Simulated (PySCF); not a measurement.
SMILES O=CO[C@@H]1CC[Si@H]1Br, C4H7BrO2Si

Cartesian coordinates in Å; atom numbers follow the order of the lines, from 1:
```xyz
15

O     2.0212    1.3678    0.2807
C     2.3922    0.2624   -0.0378
O     1.6661   -0.8133   -0.0221
C     0.3249   -0.6147    0.4422
C    -0.7705   -1.1886   -0.4635
C    -1.7725   -0.0231   -0.3773
Si   -0.3837    1.1625    0.2370
Br   -0.7541    2.1475    2.1793
H     3.4115    0.0552   -0.3898
H     0.2827   -1.0335    1.4517
H    -1.1595   -2.1507   -0.1350
H    -0.3848   -1.3002   -1.4767
H    -2.5430   -0.2213    0.3658
H    -2.2758    0.1956   -1.3152
H    -0.0591    2.1626   -0.7612
```

The calculation used TDDFT LC-wPBE/def2-SVPD circular dichroism and optical rotation, one conformer, gas phase in PySCF. Geometry: GFN2-xTB.

The molecule is flexible and this is one conformer; a measurement averages over conformers. The calculation is non-relativistic, which matters for the atoms heavier than Zn.

Stereocentres: C4 S, Si7 R.

(1) Give the optical rotatory dispersion at 633, 589.3, 546, 436, 405, 365, 355 nm.

(2) And for the mirror image at 589.3 nm?

(3) What is the molar rotation [Φ] = [α]·M/100 of the geometry above at 589.3 nm?

Answers

(1) [α] in deg dm⁻¹ (g/mL)⁻¹:
```tsv
λ (nm)	origin-invariant length gauge	modified velocity gauge	length gauge (centre of mass)	isotropic polarisability (au)
633	+38.0	+31.9	+39.1	95.6
589.3	+44.6	+37.5	+45.8	95.9
546	+53.0	+44.6	+54.5	96.4
436	+90.8	+76.6	+93.3	98.1
405	+109.7	+92.7	+112.8	98.9
365	+145.9	+123.7	+150.0	100.3
355	+158.2	+134.3	+162.7	100.7
```

(2) -44.6 deg dm⁻¹ (g/mL)⁻¹ (origin-invariant length gauge): the same size and the opposite sign.

(3) With M = 195.09 g/mol, +87.0 deg cm² dmol⁻¹ (origin-invariant length gauge).

The first excitation lies at 6.04 eV (205 nm) with R = +5.9 × 10⁻⁴⁰ esu² cm² (velocity form).
